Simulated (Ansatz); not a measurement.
**What each rung costs, and what it gives**

Saddle point of SnHCl$_{3}$, closed shell (SnCl₂ + HCl → SnCl₂ + HCl; bonds formed: Sn1–Cl4, Cl2–H3; bonds broken: Sn1–Cl2, H3–Cl4), PBE0-D4/def2-TZVP structure:

```
5
angstrom
Sn 0.4050 1.3000 0.2663
Cl 1.1571 -0.8103 -1.1199
H -0.3916 -0.7028 -0.9883
Cl -1.7220 -0.0338 -0.5315
Cl 0.5514 0.2469 2.3734
```

Barriers are electronic and count from the start structure reached by relaxing down the imaginary mode.

Program: Ansatz 0.2.0. Basis: as named in each row. Cores are frozen in the correlated methods. Filled d shells of the heavier atoms are correlated. Core potentials replace the inner electrons of the atoms past krypton. The def2 sets are not built for correlating such inner shells, so the correlated values are less sure here. B3LYP uses VWN-RPA correlation. Extrapolation: Hartree–Fock as exp(−7.88 √X), correlation as X^−2.97.

Times are rough, for one single point on 4 threads of a shared host (Arm Neoverse V1).

The estimate by CCSD(T) at an estimated basis limit (MP2 extrapolated from triple and quadruple zeta, plus CCSD(T) − MP2 in triple zeta) is 23.0 kJ/mol.

```csv
method,basis,time (s),barrier (kJ/mol),method less estimate
SPW92,def2-SVP,under 1,-16.1,-39.1
PBE-D4,def2-SVP,under 1,-0.2,-23.2
SPW92,def2-TZVPP,under 1,-12.4,-35.4
PBE0-D4,def2-SVP,1,10.1,-12.9
PBE-D4,def2-TZVPP,2,2.2,-20.8
BLYP-D4,def2-TZVPP,2,11.9,-11.1
CCSD(T),def2-SVP,2,32.7,9.7
B3LYP-D4,def2-TZVPP,2,18.8,-4.2
BHLYP-D4,def2-TZVPP,3,31.3,8.3
CAM-B3LYP-D4,def2-TZVPP,3,23.7,0.7
PBE0-D4,def2-TZVPP,4,11.9,-11.1
RPA on PBE,def2-TZVPP,4,26.5,3.5
r2SCAN-D4,def2-TZVPP,4,6.4,-16.6
wB97M-V,def2-SVP,4,21.2,-1.8
B2PLYP,def2-TZVPP,4,21.9,-1.1
r2SCAN0-D4,def2-TZVPP,5,14.5,-8.5
PBE-QIDH,def2-TZVPP,5,19.6,-3.4
wB97X-V,def2-TZVPP,6,25.7,2.7
B97M-V,def2-TZVPP,7,21.3,-1.7
wB97M-V,def2-TZVPP,8,25.0,2.0
MP2,def2-QZVPP,15,17.5,-5.5
CCSD(T),def2-TZVPP,72,28.5,5.5
```

All methods are single points on the PBE0-D4 structures; a negative value means that the method puts the saddle structure below the start.

No T1 diagnostic of these runs exceeds 0.013.
